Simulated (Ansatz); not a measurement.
Computed with Ansatz on PBE0-D4/def2-TZVP structures; ΔE is electronic, products minus reactants. CBS: MP2 limit from def2 TZ/QZ plus the TZ coupled-cluster correction, frozen cores. DFT in def2-TZVPP. B3LYP here is the variant with VWN-RPA as its local correlation; programs differ in this. Elements past krypton have def2 core potentials. For In outer-core shells are correlated without core-valence functions, which leaves a few kJ/mol of doubt a bond. One conformer a species, not always the lowest.

Reaction (substitution at a C–C bond): `C=CC(C)S` + `[OH][InH2]` → `C=C[O][InH2]` + `CCS`

`C=CC(C)S`:

Z-matrix (Å, degrees):
```
C
C 1 1.494
S 1 1.831 2 109.2
C 1 1.515 2 115.5 3 127.5
H 1 1.097 2 108.1 3 -109.8
C 2 1.326 1 125.8 3 -122.1
H 2 1.087 1 114.7 3 56.5
H 3 1.343 1 96.0 2 58.3
H 4 1.094 1 110.6 2 58.5
H 4 1.092 1 111.1 2 -61.7
H 4 1.090 1 110.3 2 178.8
H 6 1.083 2 120.8 1 179.0
H 6 1.084 2 122.4 1 -1.1
```

`[OH][InH2]`:

```xyz
5

O    -0.766    0.222   -1.148
In    0.482    0.068    0.397
H    -1.538   -0.342   -1.072
H    -0.011   -1.038    1.612
H     1.834    1.089    0.211
```

`C=C[O][InH2]`:

Cartesian coordinates in Å:
```
C -0.074 -1.452 0.470
C -0.698 -0.339 0.859
O -0.855 0.784 0.160
In 0.542 1.544 -1.077
H 0.381 -1.546 -0.511
H -0.022 -2.305 1.133
H -1.169 -0.301 1.844
H -0.203 2.702 -2.077
H 2.099 0.913 -0.801
```

`CCS`:

```xyz
9

C    -0.943   -0.019   -0.194
C     0.353    0.102    0.580
S     1.787    0.535   -0.441
H    -1.164    0.903   -0.733
H    -1.776   -0.233    0.483
H    -0.890   -0.829   -0.924
H     0.294    0.912    1.311
H     0.574   -0.811    1.136
H     1.766   -0.560   -1.217
```

```csv
level,ΔE (kcal/mol),difference from CCSD(T)/CBS
PBE-D4,4.0,-2.8
r2SCAN-D4,3.9,-2.9
B3LYP-D4,3.8,-3.0
ωB97X-V,4.6,-2.2
ωB97M-V,5.3,-1.5
B2PLYP,4.3,-2.5
PBE,3.2,-3.6
r2SCAN,3.6,-3.2
PBE0,3.8,-3.0
B3LYP,2.5,-4.3
MP2/def2-TZVPP,7.8,1.0
SCS-MP2/def2-TZVPP,6.8,0.0
CCSD/def2-TZVPP,5.9,-0.9
CCSD(T)/def2-TZVPP,6.2,-0.6
HF/def2-QZVPP,1.8,-5.0
MP2/CBS(def2),8.5,1.7
CCSD(T)/CBS,6.8,0
```

Largest T1 diagnostic among the species: 0.017.

The D4 term adds +1.3 kcal/mol with B3LYP and +0.7 kcal/mol with PBE0; it sums over pairs of atoms, weighted by their polarisabilities, and B3LYP, whose exchange is more repulsive, gets the larger term. In def2-TZVPP, CCSD(T) changes the Hartree–Fock value by +4.3 kcal/mol (the triples alone add +0.3 kcal/mol) and MP2 by +5.9 kcal/mol.
